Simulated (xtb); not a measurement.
CH6ClGeN, SMILES [Ge@H]([CH3])([Cl])[NH2]. All values are semi-empirical tight-binding results from xtb (GFN2-xTB unless named), good for trends rather than for accurate numbers. Geometry optimised at GFN2-xTB. The structure was generated by enumeration; whether it is a known compound was not checked. One conformer was computed; it need not be the lowest.

For metal compounds this method's bond lengths and energies can be far off.

```
Property                                       Value
-------------------------------------  -------------
orbital gap                                  7.26 eV
zero-point energy                      42.7 kcal/mol
G − E(el) at 298.15 K (modified RRHO)  22.7 kcal/mol
```
